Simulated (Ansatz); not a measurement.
Input (CCSDT(Q)/aug-cc-pV(D+d)Z; Ansatz, a quantum-chemistry and plane-wave program): A basis named .json is the Basis Set Exchange file of that set.

Ansatz 0.2 input:
```yaml
crystal:
  periodic: [false, false, false]
  atoms:
    - {symbol: Si, position_ang: [-1.17133653, -0.17343155, 0.34627255]}
    - {symbol: Cl, position_ang: [1.28157539, 0.16849737, -0.30085775]}
    - {symbol: H, position_ang: [-1.40914827, -1.12243005, -0.78894705]}
    - {symbol: H, position_ang: [-1.56461609, 1.18064801, -0.16134527]}
    - {symbol: H, position_ang: [-2.41430589, -0.49463146, 1.21705835]}
basis:
  gaussian:
    orbitals: aug-cc-pV_D+d_Z.json
total_charge: -1
magnetization: {spin_polarized: true, initial_magnetization: 1}
correlation: {method: ccsdt_q, electrons: outside_noble_gas}
```

Output:

```
Functional definition: HF
integrals: 0.24 GiB planned
1596 factors; integrals over basis functions are off by at most 1.8e-7 eV
mean field: 0.48 GiB planned
mean field evaluation 1: about -20412.9594 eV, gradient 9.2e0 eV
mean field evaluation 2: about -20412.9608 eV, gradient 9.2e0 eV
mean field evaluation 4: about -20413.9938 eV, gradient 1.6e0 eV
mean field evaluation 8: about -20414.0642 eV, gradient 3.8e-3 eV
mean field evaluation 16: about -20414.0600 eV, gradient 2.7e-1 eV
mean field evaluation 32: about -20409.7059 eV, gradient 3.0e-5 eV
mean field evaluation 64: about -20405.2876 eV, gradient 4.5e0 eV
mean field evaluation 96: about -20403.3899 eV, gradient 6.0e-1 eV
mean field evaluation 128: about -20403.8930 eV, gradient 1.2e-1 eV
mean field evaluation 160: about -20411.6021 eV, gradient 1.6e-3 eV
mean field evaluation 192: about -20410.3760 eV, gradient 3.3e0 eV
mean field evaluation 224: about -20411.6021 eV, gradient 2.5e-3 eV
mean field evaluation 256: about -20410.5993 eV, gradient 6.3e-1 eV
mean field evaluation 288: about -20410.6072 eV, gradient 3.3e-2 eV
mean field evaluation 320: about -20410.1541 eV, gradient 7.8e-3 eV
mean field evaluation 352: about -20409.7059 eV, gradient 1.7e-2 eV
mean field -20414.06416389 eV, -750.2030208733 hartree, gradient 3.1e-6 eV, S^2 0.759436; 6 other end points of the search recorded, 0 dependent functions left out
determinant -20414.06416389 eV, -750.2030208733 hartree, with singles and doubles -20422.63027398 eV, -750.5178196128 hartree
determinant -20411.60205495 eV, -750.1125400388 hartree, with singles and doubles -20420.13994976 eV, -750.4263018856 hartree
determinant -20411.01407962 eV, -750.0909323437 hartree, with singles and doubles -20419.54514499 eV, -750.4044432135 hartree
determinant -20410.60863122 eV, -750.0760323898 hartree, with singles and doubles -20419.15217752 eV, -750.3900019253 hartree
determinant -20409.70594178 eV, -750.0428591648 hartree, with singles and doubles -20418.36597495 eV, -750.3611095139 hartree
10 core orbitals not correlated
reference -20414.06416389 eV, -750.2030208733 hartree; 8, 7 occupied and 73, 74 virtual orbitals, 1596 factors
second order -7.47899397 eV of doubles, -0.00000000 eV of singles
coupled cluster: 4.61 GiB planned
cycle   1  -8.24616499 eV  change   -7.7e-1 eV  update   8.7e-2
cycle   2  -8.66059245 eV  change   -4.1e-1 eV  update   3.9e-2
cycle   3  -8.85975231 eV  change   -2.0e-1 eV  update   2.4e-2
cycle   4  -8.83890633 eV  change    2.1e-2 eV  update   9.1e-3
cycle   5  -8.83747986 eV  change    1.4e-3 eV  update   5.3e-3
cycle   6  -8.84118948 eV  change   -3.7e-3 eV  update   2.3e-3
cycle   7  -8.84103298 eV  change    1.6e-4 eV  update   1.3e-3
cycle   8  -8.84073157 eV  change    3.0e-4 eV  update   5.5e-4
cycle   9  -8.84101574 eV  change   -2.8e-4 eV  update   2.6e-4
cycle  10  -8.84125100 eV  change   -2.4e-4 eV  update   1.2e-4
cycle  11  -8.84109635 eV  change    1.5e-4 eV  update   5.9e-5
cycle  12  -8.84110744 eV  change   -1.1e-5 eV  update   2.8e-5
cycle  13  -8.84109689 eV  change    1.1e-5 eV  update   1.5e-5
cycle  14  -8.84109017 eV  change    6.7e-6 eV  update   7.2e-6
cycle  15  -8.84109453 eV  change   -4.4e-6 eV  update   3.6e-6
cycle  16  -8.84109872 eV  change   -4.2e-6 eV  update   2.2e-6
cycle  17  -8.84109983 eV  change   -1.1e-6 eV  update   1.1e-6
perturbative correction -0.01732414 eV, -0.0006366504 hartree
Total energy: -20422.92258786 eV, -750.5285619499 hartree
```
